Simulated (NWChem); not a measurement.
System: CH3FO3Si; SMILES [Si](O)(C=O)(F)O

NWChem input:

```
start job
memory heap 200 mb stack 900 mb global 1100 mb
geometry units angstroms noautoz
  O      0.281222     2.139012     0.420955
  C     -0.519475     1.393040    -0.099994
  Si    -0.059453    -0.459323    -0.108355
  O     -1.260981    -1.333738     0.578845
  O      1.365957    -0.548466     0.694621
  F      0.142690    -0.955513    -1.633411
  H     -1.465360     1.805026    -0.539445
  H     -1.053364    -2.184436     0.977290
  H      1.689167     0.332712     0.931844
end
basis spherical
  O library aug-cc-pvdz
  C library aug-cc-pvdz
  Si library aug-cc-pvdz
  F library aug-cc-pvdz
  H library aug-cc-pvdz
end
dft
  xc hfexch
  iterations 150
  mulliken
end
task dft energy
```

Output (shortened):

```
             Northwest Computational Chemistry Package (NWChem) 7.3.0
             --------------------------------------------------------

 C1  symmetry detected

                             Geometry "geometry" -> ""
                             -------------------------

 Output coordinates in angstroms (scale by  1.889725989 to convert to a.u.)

  No.       Tag          Charge          X              Y              Z
 ---- ---------------- ---------- -------------- -------------- --------------
    1 O                    8.0000    -0.02922648     2.28577726    -0.05467753
    2 C                    6.0000    -0.62096783     1.33708043    -0.52243204
    3 Si                  14.0000     0.00110360    -0.38674176     0.01086244
    4 O                    8.0000    -1.23541711    -1.25242486     0.64499513
    5 O                    8.0000     1.21500612    -0.09289071     1.07133537
    6 F                    9.0000     0.58185318    -1.17045686    -1.27808391
    7 H                    1.0000    -1.48028802     1.50307293    -1.22354786
    8 H                    1.0000    -1.04243435    -1.95657503     1.27147779
    9 H                    1.0000     1.39350007     0.85582236     1.14411960

 Effective nuclear repulsion energy (a.u.)     317.2570329476

  xc_inp: hfexch multiplicative factor not found.

                                 NWChem DFT Module
                                 -----------------

 Summary of "ao basis" -> "ao basis" (spherical)
 ------------------------------------------------------------------------------
       Tag                 Description            Shells   Functions and Types
 ---------------- ------------------------------  ------  ---------------------
 O                        aug-cc-pvdz                9       23   4s3p2d
 C                        aug-cc-pvdz                9       23   4s3p2d
 Si                       aug-cc-pvdz               11       27   5s4p2d
 F                        aug-cc-pvdz                9       23   4s3p2d
 H                        aug-cc-pvdz                5        9   3s2p

            General Information
            -------------------
          SCF calculation type: DFT
          Wavefunction type:  closed shell.
          No. of atoms     :     9
          No. of electrons :    56
           Alpha electrons :    28
            Beta electrons :    28
          Charge           :     0
          Spin multiplicity:     1
          Use of symmetry is: off; symmetry adaption is: off
          Maximum number of iterations: 150
          AO basis - number of functions:   169
                     number of shells:    71
          Convergence on energy requested:  1.00D-06
          Convergence on density requested:  1.00D-05
          Convergence on gradient requested:  5.00D-04

              XC Information
              --------------
                     Hartree-Fock (Exact) Exchange  1.000

      Superposition of Atomic Density Guess
      -------------------------------------

 Sum of atomic energies:        -651.69005631

      Non-variational initial energy
      ------------------------------

 Total energy =    -653.579780
 1-e energy   =   -1531.689368
 2-e energy   =     560.852556
 HOMO         =      -0.296359
 LUMO         =      -0.078961

     ---------------------------------------------
      Total Density - Mulliken Population Analysis
     ---------------------------------------------

    Atom       Charge   Shell Charges
 -----------   ------   -------------------------------------------------------
    1 O    8     8.82   2.00  0.88  0.99  0.06  3.00  1.81  0.04  0.01  0.03
    2 C    6     5.12   2.01  0.73  0.46  0.00  1.54  0.32  0.03  0.10 -0.07
    3 Si  14    11.53   2.00  2.03  0.64 -0.14 -0.02  6.01  0.85 -0.21 -0.02  0.39  0.02
    4 O    8     9.05   2.00  0.86  0.89  0.17  3.07  1.88  0.17  0.01 -0.00
    5 O    8     9.08   2.00  0.86  0.90  0.19  3.07  1.90  0.15  0.01 -0.00
    6 F    9     9.86   2.00  0.91  1.02  0.13  3.50  2.15  0.15  0.00  0.01
    7 H    1     1.23   0.71  0.50  0.01  0.02 -0.01
    8 H    1     0.70   0.58  0.05  0.00  0.07  0.00
    9 H    1     0.60   0.57 -0.03  0.00  0.07 -0.01

   convergence    iter        energy       DeltaE   RMS-Dens  Diis-err
 ---------------- ----- ----------------- --------- --------- ---------
 d= 0,ls=0.0,diis     1   -652.6096145297 -9.70D+02  6.55D-03  1.50D+00
 d= 0,ls=0.0,diis     2   -652.7076588610 -9.80D-02  2.48D-03  7.21D-01
 d= 0,ls=0.0,diis     3   -652.7720663403 -6.44D-02  7.30D-04  1.16D-02
 d= 0,ls=0.0,diis     4   -652.7738009913 -1.73D-03  2.61D-04  2.91D-03
 d= 0,ls=0.0,diis     5   -652.7741502010 -3.49D-04  9.34D-05  1.32D-04
  Resetting Diis
 d= 0,ls=0.0,diis     6   -652.7741979270 -4.77D-05  5.56D-05  3.85D-05
 d= 0,ls=0.0,diis     7   -652.7742112732 -1.33D-05  1.23D-05  4.18D-06
 d= 0,ls=0.0,diis     8   -652.7742123236 -1.05D-06  5.81D-06  1.05D-06
 d= 0,ls=0.0,diis     9   -652.7742126639 -3.40D-07  8.48D-06  6.61D-07

         Total DFT energy =     -652.774212663871
      One electron energy =    -1535.100047271039
           Coulomb energy =      626.654114774144
    Exchange-Corr. energy =      -61.585313114545
 Nuclear repulsion energy =      317.257032947570

 Numeric. integr. density =        0.000000000000

                       DFT Final Molecular Orbital Analysis
                       ------------------------------------

 Vector   26  Occ=2.000000D+00  E=-5.489262D-01
              MO Center= -4.9D-01,  6.6D-01,  1.4D-01, r^2= 3.9D+00
   Bfn.  Coefficient  Atom+Function         Bfn.  Coefficient  Atom+Function
  ----- ------------  ---------------      ----- ------------  ---------------
     7      0.302188  1 O  pz                80     -0.261897  4 O  pz
    79     -0.245493  4 O  py                 5     -0.224768  1 O  px
    10      0.222690  1 O  pz                83     -0.198196  4 O  pz
    30      0.184820  2 C  pz                82     -0.183967  4 O  py
     8     -0.161499  1 O  px                28     -0.156320  2 C  px

 Vector   27  Occ=2.000000D+00  E=-5.276225D-01
              MO Center=  4.7D-01, -3.8D-01,  8.3D-01, r^2= 2.5D+00
   Bfn.  Coefficient  Atom+Function         Bfn.  Coefficient  Atom+Function
  ----- ------------  ---------------      ----- ------------  ---------------
   101      0.379511  5 O  px               103     -0.341831  5 O  pz
   104      0.285053  5 O  px               106     -0.266966  5 O  pz
    80      0.238966  4 O  pz                79      0.197022  4 O  py
    83      0.186373  4 O  pz                82      0.149507  4 O  py
    78      0.123982  4 O  px                81      0.094926  4 O  px

 Vector   28  Occ=2.000000D+00  E=-4.284014D-01
              MO Center= -3.6D-01,  1.5D+00, -3.1D-01, r^2= 2.2D+00
   Bfn.  Coefficient  Atom+Function         Bfn.  Coefficient  Atom+Function
  ----- ------------  ---------------      ----- ------------  ---------------
     6      0.326110  1 O  py                 5     -0.268197  1 O  px
     9      0.247541  1 O  py               143     -0.247253  7 H  s
     7     -0.221373  1 O  pz                 8     -0.216252  1 O  px
    29     -0.208470  2 C  py                10     -0.177584  1 O  pz
    56      0.172992  3 Si py               144     -0.166988  7 H  s

 Vector   29  Occ=0.000000D+00  E= 3.077669D-02
              MO Center= -1.2D+00, -1.6D+00,  5.7D-01, r^2= 1.9D+01
   Bfn.  Coefficient  Atom+Function         Bfn.  Coefficient  Atom+Function
  ----- ------------  ---------------      ----- ------------  ---------------
    51      3.651949  3 Si s                145     -2.565189  7 H  s
   154     -1.715827  8 H  s                 34     -0.937821  2 C  px
   163     -0.873982  9 H  s                 36     -0.846446  2 C  pz
    35      0.721369  2 C  py                62      0.686050  3 Si py
    85     -0.478779  4 O  py               144     -0.405920  7 H  s

 Vector   30  Occ=0.000000D+00  E= 4.414330D-02
              MO Center= -1.8D+00,  4.5D-01, -1.1D+00, r^2= 2.1D+01
   Bfn.  Coefficient  Atom+Function         Bfn.  Coefficient  Atom+Function
  ----- ------------  ---------------      ----- ------------  ---------------
   145      3.349942  7 H  s                 27     -2.665282  2 C  s
   154     -1.195695  8 H  s                 34      1.128688  2 C  px
    36      0.934929  2 C  pz               144      0.839117  7 H  s
    77      0.621924  4 O  s                 26     -0.505274  2 C  s
   100     -0.465047  5 O  s                153     -0.430493  8 H  s

 Vector   31  Occ=0.000000D+00  E= 5.453368D-02
              MO Center=  1.4D+00,  7.0D-01,  2.7D-01, r^2= 1.7D+01
   Bfn.  Coefficient  Atom+Function         Bfn.  Coefficient  Atom+Function
  ----- ------------  ---------------      ----- ------------  ---------------
   163      1.909304  9 H  s                 51     -1.357757  3 Si s
    61      0.824155  3 Si px                63     -0.800402  3 Si pz
    77      0.788370  4 O  s                145     -0.767540  7 H  s
    27      0.686870  2 C  s                107     -0.507003  5 O  px
   100     -0.445915  5 O  s                 34     -0.423976  2 C  px

     ---------------------------------------------
      Total Density - Mulliken Population Analysis
     ---------------------------------------------

    Atom       Charge   Shell Charges
 -----------   ------   -------------------------------------------------------
    1 O    8     8.59   2.00  0.85  1.01  0.11  2.76  1.74  0.07  0.02  0.03
    2 C    6     5.62   2.01  0.70  0.46 -0.02  1.86  0.48  0.01  0.13 -0.02
    3 Si  14    11.30   2.00  2.03  0.61 -0.54 -0.05  6.00  1.07 -0.38 -0.03  0.57  0.02
    4 O    8     8.94   2.00  0.81  0.93  0.25  2.86  1.91  0.19  0.01 -0.00
    5 O    8     8.98   2.00  0.81  0.94  0.27  2.85  1.93  0.18  0.01  0.00
    6 F    9     9.90   2.00  0.88  1.06  0.22  3.32  2.22  0.18  0.00  0.01
    7 H    1     1.13   0.76  0.36  0.00  0.03 -0.02
    8 H    1     0.83   0.71  0.01  0.01  0.08  0.02
    9 H    1     0.71   0.69 -0.08  0.01  0.08  0.01

     -------------------------------------------
      Total Density - Lowdin Population Analysis
     -------------------------------------------

    Atom       Charge   Shell Charges
 -----------   ------   -------------------------------------------------------
    1 O    8     8.04   1.90  0.80  0.58  0.12  2.60  1.61  0.21  0.02  0.19
    2 C    6     6.11   1.82  0.54  0.29  0.08  1.62  0.84  0.10  0.28  0.53
    3 Si  14    13.08   1.99  1.58  0.54  0.14  0.05  5.79  1.06  0.42  0.05  0.95  0.51
    4 O    8     8.12   1.91  0.76  0.55  0.09  2.69  1.79  0.21  0.01  0.10
    5 O    8     8.12   1.91  0.76  0.55  0.09  2.68  1.79  0.21  0.01  0.10
    6 F    9     9.30   1.92  0.91  0.76  0.12  3.21  2.07  0.25  0.00  0.05
    7 H    1     1.04   0.56  0.20  0.03  0.06  0.18
    8 H    1     1.09   0.48  0.12  0.02  0.20  0.27
    9 H    1     1.12   0.47  0.12  0.03  0.19  0.30

     Multipole analysis of the density
     ---------------------------------

     L   x y z        total         alpha         beta         nuclear
     -   - - -        -----         -----         ----         -------
     0   0 0 0     -0.000000    -28.000000    -28.000000     56.000000

     1   1 0 0     -0.509045     -0.254522     -0.254522      0.000000
     1   0 1 0     -0.312596     -0.156298     -0.156298     -0.000000
     1   0 0 1      0.225191      0.112595      0.112595     -0.000000

     2   2 0 0    -30.772126    -77.178263    -77.178263    123.584400
     2   1 1 0      0.741918     -1.112847     -1.112847      2.967612
     2   1 0 1      0.830972     -2.058098     -2.058098      4.947168
     2   0 2 0    -31.909571   -170.199833   -170.199833    308.490096
     2   0 1 1     -3.248401      2.647940      2.647940     -8.544280
     2   0 0 2    -29.307829    -74.107898    -74.107898    118.907968
```

Level: Hartree-Fock/aug-cc-pVDZ. Coordinates come from a PBE0/def2-SVP optimisation.
